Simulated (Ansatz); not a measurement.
Coupled-cluster run, BH$_{6}$NSSi (`[SiH3]NBS`).

```yaml
crystal:
  periodic: [false, false, false]
  atoms:
    - {symbol: Si, position_ang: [-1.508809, 0.158475, -0.769531]}
    - {symbol: N, position_ang: [0.092281, -0.417590, -0.401939]}
    - {symbol: B, position_ang: [0.920608, 0.049230, 0.632196]}
    - {symbol: S, position_ang: [2.568357, -0.666176, 0.872667]}
    - {symbol: H, position_ang: [-2.495718, -0.950065, -0.679404]}
    - {symbol: H, position_ang: [-1.836207, 1.217506, 0.211748]}
    - {symbol: H, position_ang: [-1.564697, 0.703185, -2.152021]}
    - {symbol: H, position_ang: [0.454767, -1.155767, -0.991185]}
    - {symbol: H, position_ang: [0.541381, 0.919325, 1.356462]}
    - {symbol: H, position_ang: [2.911236, 0.090676, 1.923907]}
basis:
  gaussian: {orbitals: def2-SVP}
correlation: {method: ccsd_t}
```

```sh
$ ansatz run in.yaml --threads 2 --pin off --events-out ev --progress --plain --max-ram 4352MiB
```

The program prints (abridged):

```
Functional definition: HF
922 factors; integrals over basis functions are off by at most 1.2e-3 eV
mean field evaluation 1: about -20920.3596 eV, gradient 3.0e1 eV
mean field evaluation 2: about -20920.4091 eV, gradient 3.0e1 eV
mean field evaluation 4: about -20922.9501 eV, gradient 3.5e0 eV
mean field evaluation 8: about -20922.9972 eV, gradient 1.5e-1 eV
mean field -20922.99734702 eV, -768.9059703861 hartree, gradient 9.0e-7 eV, S^2 0.000000; 0 other end points of the search recorded, 0 dependent functions left out
12 core orbitals not correlated: weight in the atoms' cores, before any rotation towards them, 1.000 or more for the frozen orbitals, at most 0.000 for the correlated occupied ones
reference -20922.99734702 eV, -768.9059703861 hartree; 12, 12 occupied and 70, 70 virtual orbitals, 922 factors
second order -13.24275770 eV of doubles, -0.00000000 eV of singles
cycle   1  -14.23749499 eV  change   -9.9e-1 eV  update   9.1e-2
cycle   2  -14.68300661 eV  change   -4.5e-1 eV  update   2.7e-2
cycle   3  -14.75584265 eV  change   -7.3e-2 eV  update   1.2e-2
cycle   4  -14.75038118 eV  change    5.5e-3 eV  update   3.6e-3
cycle   5  -14.74985179 eV  change    5.3e-4 eV  update   1.2e-3
cycle   6  -14.74958440 eV  change    2.7e-4 eV  update   3.5e-4
cycle   7  -14.74951956 eV  change    6.5e-5 eV  update   1.0e-4
cycle   8  -14.74954139 eV  change   -2.2e-5 eV  update   3.3e-5
cycle   9  -14.74954138 eV  change    1.1e-8 eV  update   9.2e-6
perturbative correction -0.41867226 eV, -0.0153859217 hartree
Total energy: -20938.16556066 eV, -769.4633919559 hartree
```

Run time 3.7 s (2 threads of an Arm Neoverse V1 on a shared host); peak host memory 0.42 GiB.

The correlation energy is -15.168 eV, 2.8 % of it from (T); the T1 diagnostic reads 0.0128.
